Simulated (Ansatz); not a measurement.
One change: `C=C=C[CH2][GeH3]` becomes `C=C=CN`.

Ansatz, PBE0-D4/def2-TZVP geometries, multiplicity 1. Each molecule was computed in one conformer, which needn't be the lowest.

Scalar relativity is left out up to krypton.

| property | `C=C=C[CH2][GeH3]` |
| --- | --- |
| HOMO–LUMO gap (PBE/def2-TZVPP) / eV | 5.06 |
| HOMO–LUMO gap (PBE0/def2-TZVPP) / eV | 7.11 |
| LUMO energy (B3LYP/def2-TZVPP) / eV | -0.10 |
| HOMO–LUMO gap (ωB97M-V/def2-TZVPP) / eV | 11.13 |
| LUMO energy (ωB97M-V/def2-TZVPP) / eV | 2.02 |
| size of the dipole moment (PBE/def2-TZVPP) / D | 0.52 |

Q: Give the same properties after the change, and the shifts. (Estimate.)

A: The calculation gave: 
| property | `C=C=CN` | shift |
| --- | --- | --- |
| HOMO–LUMO gap (PBE/def2-TZVPP) / eV | 3.97 | -1.09 |
| HOMO–LUMO gap (PBE0/def2-TZVPP) / eV | 6.13 | -0.98 |
| LUMO energy (B3LYP/def2-TZVPP) / eV | -0.15 | -0.05 |
| HOMO–LUMO gap (ωB97M-V/def2-TZVPP) / eV | 10.21 | -0.92 |
| LUMO energy (ωB97M-V/def2-TZVPP) / eV | 2.00 | -0.02 |
| size of the dipole moment (PBE/def2-TZVPP) / D | 1.42 | 0.90 |

Dipoles are sizes alone; their direction can turn.

B3LYP here is the variant with VWN-RPA as its local correlation; programs differ in this.
